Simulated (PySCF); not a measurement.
Core binding energy against partial charge

Compound: C₅H₆FN.
Z-matrix (Å and degrees, PBE0-D3(BJ)/def2-SVP geometry), rows numbered from 1:
```
C 
N   1  1.4389
C   2  1.3639  1  125.59
C   3  1.3819  2  109.01  1  -177.33
C   4  1.4129  3  105.59  2     0.18
F   5  1.3281  4  125.53  3  -179.63
C   2  1.3731  1  124.76  3  -176.55
H   1  1.1003  2  110.69  3  -131.73
H   1  1.0976  2  109.21  3   -12.71
H   1  1.1020  2  111.57  3   107.19
H   3  1.0882  2  120.80  1     2.72
H   4  1.0870  3  127.32  2  -179.36
H   7  1.0865  2  122.46  1    -3.02
```

Binding energies: delta-SCF UKS SCAN, pcX-2 on the ionised atom, pcseg-1 elsewhere, spin-free X2C in PySCF. Charges: PBE0/pcSseg-1 ground-state density, for the ionised atom.

| atom | environment | C 1s (eV) | Mulliken (e) | IAO (e) | Hirshfeld (e) | ESP (e) |
| --- | --- | --- | --- | --- | --- | --- |
| C4 | aromatic CH carbon | 289.94 | -0.256 | -0.265 | -0.120 | -0.415 |
| C7 | aromatic CH next to a ring nitrogen | 290.65 | +0.079 | -0.185 | -0.066 | -0.468 |
| C3 | aromatic CH next to a ring nitrogen | 290.80 | +0.165 | -0.110 | -0.035 | -0.272 |
| C5 | aromatic C–F carbon | 292.07 | +0.238 | +0.239 | +0.039 | +0.322 |
| C1 | N-methyl carbon | 292.39 | -0.050 | -0.303 | -0.047 | -0.424 |

Task: Give the correlation coefficient and slope of binding energy on charge for each scheme.

Result: Hirshfeld: r = 0.73, slope 13.0 eV per e; ESP: r = 0.46, slope 1.4 eV per e; Mulliken: r = 0.46, slope 2.4 eV per e; IAO: r = 0.35, slope 1.6 eV per e. Hirshfeld charges have the highest r, on only 5 points.

Task: The point-charge model writes a binding energy as kq + V + constant, with V the potential of the other atoms' charges at the site. What does it give with the IAO charges?

Result: V = Σ 14.40 eV Å × q/r over all other atoms: +2.47 eV at C4, +1.95 eV at C7, +0.23 eV at C3, -5.39 eV at C5, +5.05 eV at C1. Fitting binding energy − V to q gives k = 19.3 eV per e and leaves an rms residual of 0.30 eV, against 0.86 eV for the fit on q alone. The model has no term for differences in relaxation between sites.

Isolated species at its PBE0-D3(BJ)/def2-SVP geometry, gas phase.
